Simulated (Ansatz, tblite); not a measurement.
Removing and adding an electron: the cluster Be₇O₈ (the lowest singlet isomer of a short search). The state is a singlet with charge 0. Geometry: PBE-D4/def2-SVP. Ansatz, gas phase; energy differences of separate SCF runs; the oxidised species was run as a doublet alone; the reduced species was run as a doublet alone.

```xyz
15

Be   -1.196    1.485   -0.572
Be    1.621   -0.426    1.553
Be   -1.737   -0.445    0.795
Be   -0.038    1.239    1.301
Be    1.203    0.384   -0.831
Be   -0.844   -0.101   -2.142
Be    0.124   -1.665   -0.376
O    -1.772    0.958   -1.876
O    -1.236   -1.698    0.263
O    -1.633    1.045    0.944
O     0.433   -0.758   -1.680
O     0.790    0.494    2.301
O     1.537   -1.672    0.505
O     0.411    1.576   -0.256
O     2.337   -0.415    0.073
```

The xTB rows come from tblite. LC-ωPBE has ω = 0.4 bohr⁻¹. The structure holds 1 bond(s) between oxygen atoms. HOMO above LUMO, or a gap near zero within one spin, warns that the state may not be the lowest or that an electron is smeared out. The structure comes from a short search, and lower isomers may exist.

```json
{"level": "GFN1-xTB", "−HOMO (eV)": "10.61", "vertical IE (eV)": "13.41", "−LUMO (eV)": "6.77", "vertical EA (eV)": "4.20", "HOMO–LUMO gap (eV)": "3.84", "IE − EA (eV)": "9.21", "remarks": "–"}
{"level": "GFN2-xTB", "−HOMO (eV)": "12.16", "vertical IE (eV)": "14.99", "−LUMO (eV)": "8.34", "vertical EA (eV)": "5.44", "HOMO–LUMO gap (eV)": "3.81", "IE − EA (eV)": "9.54", "remarks": "–"}
{"level": "PBE-D4/def2-TZVP", "−HOMO (eV)": "6.45", "vertical IE (eV)": "9.20", "−LUMO (eV)": "3.52", "vertical EA (eV)": "–", "HOMO–LUMO gap (eV)": "2.93", "IE − EA (eV)": "–", "remarks": "gap within one spin near zero (+1 doublet), restricted SCF unstable in HF (singlet)"}
{"level": "PBE0-D4/def2-TZVP", "−HOMO (eV)": "8.00", "vertical IE (eV)": "9.85", "−LUMO (eV)": "2.11", "vertical EA (eV)": "0.37", "HOMO–LUMO gap (eV)": "5.90", "IE − EA (eV)": "9.47", "remarks": "HOMO above zero (-1 doublet), restricted SCF unstable in HF (singlet)"}
{"level": "LC-ωPBE/def2-TZVP", "−HOMO (eV)": "10.85", "vertical IE (eV)": "10.51", "−LUMO (eV)": "-0.23", "vertical EA (eV)": "0.21", "HOMO–LUMO gap (eV)": "11.08", "IE − EA (eV)": "10.31", "remarks": "restricted SCF unstable in HF (singlet)"}
```

Run but left out: PBE-D4/def2-TZVP (charge -1 doublet: an occupied level 0.00 eV above an empty one).   A HOMO above zero means that the electron is unbound at that level or that self-interaction error raises the level; the energy of removing that electron tells which. Raw xTB energy differences between charge states are shifted by several eV; the methods need an empirical correction for them. Sets without diffuse functions give affinities that are too small.
